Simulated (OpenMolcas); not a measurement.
# Os2+: moving or changing the point charges

Os2+ among 5 point charges of -2 e arranged as a trigonal bipyramid (D3h), 1.89 Å from the ion, with the axial distance 2.136 Å. The active orbitals were held to one l.

```
Program             : OpenMolcas
Method              : CASSCF
Basis               : ANO-RCC-VDZP [7s6p4d2f1g]
Scalar Hamiltonian  : DKH2, point nucleus
Active space        : 6 electrons in 5 orbitals (5d)
State averaging     : 2S+1 = 5 even, 5 roots; 2S+1 = 3 even, 45 roots; 2S+1 = 1 even, 50 roots
Spin-orbit coupling : state interaction with AMFI integrals over the reference wave functions
```

Runs around this geometry, states (labels of D3, the rotations of D3h). Energies in cm-1 above the lowest state or level, χT in cm3 K/mol.

```
R (Å)  Axial / equatorial distance  Ground state  First state of that spin  First gap with spin-orbit (degeneracies)  χT at 300 K  First state of another spin
 1.89                         1.04           3A2                      7797                               1802 (1, 2)        0.552                     5E 640.4
 1.76                         1.13           3A2                  3E 11300                               2062 (1, 2)        0.423                      5E 1155
 1.89                         1.13            5E                   5E 9886                               1263 (1, 2)        0.976                     3A2 3704
```

The ground state changes within this set.

Without dynamic correlation the repulsion within the d shell is too large (B by tens of per cent), so at a given field states of lower spin stand too high. Spin-orbit coupling mixes the spin-free states strongly: the lowest level takes only 55 % from its leading state, 3A2 (figures for R = 1.89, ratio = 1.04; the like holds for R = 1.76, ratio = 1.13, R = 1.89, ratio = 1.13). This shell can be high or low spin here, a state of another spin lies low, and with metal d orbitals alone active their balance is uncertain, so the ground spin may be wrong, although the usual error favours high spin (holds for R = 1.89, ratio = 1.04; R = 1.76, ratio = 1.13). This shell can be high or low spin here, a state of another spin lies low, and with metal d orbitals alone active their balance is uncertain, so the ground spin may be wrong (holds for R = 1.89, ratio = 1.13). Point charges give a weaker field than real ligands, and real ions of this kind are as a rule low spin; the high spin found here belongs to the model (holds for R = 1.89, ratio = 1.13). This is an electrostatic model: the charges have no orbitals. An unlabelled pair can be two single states that coincide in this model. No measured value stands beside these numbers.
